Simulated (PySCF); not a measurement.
Field gradients at the hydrogen positions

Species: C3H6PSi (charge -1).
Cartesian coordinates in Å at the GFN2-xTB level; atoms count from 1:
```
atom  x, y, z in Å
C1     2.594   -0.862    0.548
C2     1.683   -0.137    0.881
P3     0.512    1.005    1.451
C4    -0.441    1.151   -0.173
Si5   -1.466   -0.408   -0.404
H6     3.315   -1.570    0.250
H7     0.255    1.327   -0.996
H8    -1.079    2.035   -0.078
H9    -0.663   -1.632   -0.410
H10   -2.183   -0.399   -1.711
H11   -2.521   -0.508    0.614
```

Level: PBE0/pcSseg-1 (PySCF, non-relativistic); Q(2H) = 0.00286 b; rigid geometry, the same for H and D, with no vibrational averaging.

Question: Rank these positions by the coupling χzz of a deuteron there, largest first.
A. H6 (alkyne hydrogen)
B. H10 (Si–H hydrogen)
C. H11 (Si–H hydrogen)
D. H8 (methylene hydrogen)

Answer: A (272 kHz), D (215 kHz), C (111 kHz), B (101 kHz).

Q: Give the electric field gradient Vzz (the principal value of largest size), its asymmetry and the 2H coupling at each hydrogen.

A: 
```
atom  bonded to  bond length (Å)  Vzz (au)     η  χzz (kHz)
  H6         C1            1.053    0.4051  0.05        272
  H7         C4            1.092    0.3196  0.03        215
  H8         C4            1.094    0.3194  0.02        215
  H9        Si5            1.463    0.1675  0.02        113
 H10        Si5            1.491    0.1497  0.01        101
 H11        Si5            1.469    0.1657  0.03        111
```

Q: Average by the element that carries the hydrogen.

A: on C: 234 kHz over 3 positions, mean bond length 1.080 Å; on Si: 108 kHz over 3 positions, mean bond length 1.474 Å.

Isolated species at its GFN2-xTB geometry (one conformer only). The pcSseg-1 basis has no diffuse functions, a weakness for an anion. The HOMO energy is positive at this level (+0.50 eV), so the outermost electrons may be held by the finite basis alone. GFN2-xTB bond lengths can be off by several hundredths of an ångström, more for odd bonds, and the gradients follow them. With so small a basis the couplings can be 20 % off.
